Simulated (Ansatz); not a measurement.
Harmonic frequencies (cm⁻¹) at PBE0-D4/def2-TZVP from Ansatz: 119, 216, 393, 414, 532, 622, 784, 2056, 2713.

Each molecule was computed in one conformer, which needn't be the lowest.

Question: Which molecule is it?
A. `[NH2][Al][F]`•
B. `[F][Ge]([F])[Br]`•
C. `[SH][GeH][Cl]`•
D. `[S][GeH2][Cl]`•

Answer: C.
